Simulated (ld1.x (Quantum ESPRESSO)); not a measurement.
## thallium, ultrasoft: configuration errors across variants

| Item | Value |
| --- | --- |
| Element | thallium |
| Generator | ld1.x (Quantum ESPRESSO) 7.5 |
| Type | ultrasoft |
| Functional | LDA (PZ) |
| Relativity | scalar-relativistic |
| Frozen core | [Xe] 4f14 |
| Valence charge | 13 |
| Reference configuration | 5d10 6s2 6p1 |
| Partial waves | 6s (bound): rcut 2.25, rcutus 2.45 bohr; 6s channel at 1.95 Ry: rcut 2.25, rcutus 2.45 bohr; 6p (bound): rcut 2.35, rcutus 2.70 bohr; 6p channel at 4.05 Ry: rcut 2.35, rcutus 2.70 bohr; 5d (bound): rcut 1.65, rcutus 2.20 bohr; 5d channel at -0.35 Ry: rcut 1.65, rcutus 2.20 bohr |
| Local potential | all-electron potential smoothed inside 2.15 bohr (lloc = -1) |
| Core correction | Bessel-smoothed model core, default radius (core density twice the valence density) |
| Augmentation charge | PSQ, radius 1.75 bohr |

All-electron excitation energies from the reference (eV): (1) 5d10 6s2 6p0 5.409; (2) 5d10 6s1 6p0 26.609; (3) 5d10 6s0 6p0 57.209; (4) 5d10 6s0 6p3 15.396; (5) 5d9 6s2 6p1 21.400; (6) 5d9 6s0 6p0 109.272; (7) 5d10 6s1 6p2 7.483; (8) 5d10 6s2 6p1 spin -0.114; (9) 5d10 6s1 6p0 spin 26.424.

Spin tests fill each open shell by Hund’s rule, majority spin first.

The default core radius of the base comes out at 0.93 bohr.

Tests that are not counted but printed errors over 1 eV. “waves 5d (bound): rcut 1.65, rcutus 2.30 bohr; 5d channel at -0.35 Ry: rcut 1.65, rcutus 2.30 bohr”: 5d9 6s0 6p0 (solver errors, printed error -750 eV).

1 further variants failed, have other tests or too few solved ones, and are left out.

Errors AE − PS in meV (a dash: test not solved or not reliable):

| change | (1) | (2) | (3) | (4) | (5) | (6) | (7) | (8) | (9) | bound ghosts |
| --- | --- | --- | --- | --- | --- | --- | --- | --- | --- | --- |
| base | -2.8 | -15 | -47 | -19 | -42 | -111 | -5.1 | +0.1 | -16 | none |
| waves 5d (bound): rcut 1.65, rcutus 2.30 bohr; 5d channel at -0.35 Ry: rcut 1.65, rcutus 2.30 bohr | -2.8 | -16 | -55 | -22 | -62 | – | -5.9 | +0.1 | -17 | none |
| local potential all-electron potential smoothed inside 2.35 bohr (lloc = -1) | -2.8 | -15 | -47 | -19 | -42 | -111 | -5.2 | +0.1 | -16 | none |
| waves 6s (bound): rcut 2.25, rcutus 2.42 bohr; 6s channel at 1.95 Ry: rcut 2.25, rcutus 2.42 bohr | -2.8 | -15 | -46 | -17 | -42 | -110 | -4.8 | +0.1 | -16 | none |
| augmentation built from norm-conserving waves at rcut, not smoothed further | +17 | +117 | -74 | -10.0 | – | – | – | – | – | not determined |
| core correction Bessel-smoothed model core inside 0.94 bohr | -2.8 | -15 | -47 | -19 | -41 | -111 | -5.1 | +0.1 | -16 | none |
| all radii but the core radius scaled by about 0.96 (s 2.34, p 2.58, d 2.10 bohr, rcut 2.16/2.24/1.58); local potential all-electron potential smoothed inside 2.06 bohr (lloc = -1); augmentation PSQ, radius 1.68 bohr | -3.2 | -24 | -107 | -9.5 | – | – | – | – | – | none |

(1) Give the same row for: wave 6s channel at 1.95 Ry: rcut 2.25, rcutus 2.45 bohr becomes 6s channel at -0.17 Ry: rcut 2.25, rcutus 2.45 bohr.

## Answers

(1) -2.9, -15, -47, -19, -40, -111, -5.1, +0.1, -16; bound ghosts: none.
